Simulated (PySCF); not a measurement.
# Exercise with solution: entropy of an ideal gas

C4H5Si, SMILES [SiH2]1[C]=CC=C1, multiplicity 2.

Geometry optimised at PBE-D3(BJ)/def2-SVP. The isomer is the one that the SMILES or the coordinates give; other isomers of the formula were not compared.

PBE-D3(BJ)/def2-SVP in PySCF gives the harmonic wavenumbers 196, 316, 471, 547, 576, 646, 675, 704, 736, 817, 828, 896, 935, 952, 1057, 1163, 1262, 1508, 1589, 2173, 2176, 3071, 3084, 3146 cm⁻¹ and the rotational temperatures 0.3518, 0.2272, 0.1430 K. The molar mass is 81.17 g/mol, the symmetry number 1, the spin multiplicity 2.

**Question.** Work out the entropy at 298.15 K and 1 atm in the rigid-rotor, harmonic-oscillator model.

**Answer.** 
Translation (Sackur–Tetrode at 1 atm): S = R[1.5 ln M + 2.5 ln T − 1.16487] = 163.6 J/(mol K).
Rotation: q = (√π/σ) T^1.5/√(θA θB θC) = 85400, S = R[ln q + 3/2] = 106.9 J/(mol K).
Vibration: with u = 1.4388 ν/T, each mode gives R[u/(e^u − 1) − ln(1 − e^−u)]:
```json
[
 {"ν (cm⁻¹)": "196", "modes": "1", "u": "0.95", "S (J/(mol K))": "9.08"},
 {"ν (cm⁻¹)": "316", "modes": "1", "u": "1.52", "S (J/(mol K))": "5.57"},
 {"ν (cm⁻¹)": "471", "modes": "1", "u": "2.27", "S (J/(mol K))": "3.07"},
 {"ν (cm⁻¹)": "547", "modes": "1", "u": "2.64", "S (J/(mol K))": "2.30"},
 {"ν (cm⁻¹)": "576", "modes": "1", "u": "2.78", "S (J/(mol K))": "2.06"},
 {"ν (cm⁻¹)": "646", "modes": "1", "u": "3.12", "S (J/(mol K))": "1.58"},
 {"ν (cm⁻¹)": "675", "modes": "1", "u": "3.26", "S (J/(mol K))": "1.41"},
 {"ν (cm⁻¹)": "704", "modes": "1", "u": "3.40", "S (J/(mol K))": "1.26"},
 {"ν (cm⁻¹)": "736", "modes": "1", "u": "3.55", "S (J/(mol K))": "1.11"},
 {"ν (cm⁻¹)": "817", "modes": "1", "u": "3.94", "S (J/(mol K))": "0.81"},
 {"ν (cm⁻¹)": "828", "modes": "1", "u": "4.00", "S (J/(mol K))": "0.78"},
 {"ν (cm⁻¹)": "896", "modes": "1", "u": "4.32", "S (J/(mol K))": "0.59"},
 {"ν (cm⁻¹)": "935", "modes": "1", "u": "4.51", "S (J/(mol K))": "0.51"},
 {"ν (cm⁻¹)": "952", "modes": "1", "u": "4.59", "S (J/(mol K))": "0.47"},
 {"ν (cm⁻¹)": "1057", "modes": "1", "u": "5.10", "S (J/(mol K))": "0.31"},
 {"ν (cm⁻¹)": "1163", "modes": "1", "u": "5.61", "S (J/(mol K))": "0.20"},
 {"ν (cm⁻¹)": "1262", "modes": "1", "u": "6.09", "S (J/(mol K))": "0.13"},
 {"ν (cm⁻¹)": "1508", "modes": "1", "u": "7.28", "S (J/(mol K))": "0.05"},
 {"ν (cm⁻¹)": "1589", "modes": "1", "u": "7.67", "S (J/(mol K))": "0.03"}
]
```
The stiffer modes add less than 0.005 each. Sum 31.3 J/(mol K).
Spin: R ln 2 = 5.8 J/(mol K).
Total 307.6 J/(mol K); the program's own thermochemistry gives 307.6. Translation makes up 53 % and vibration 10 %. Anharmonicity, hindered rotation and orbital degeneracy are left out.
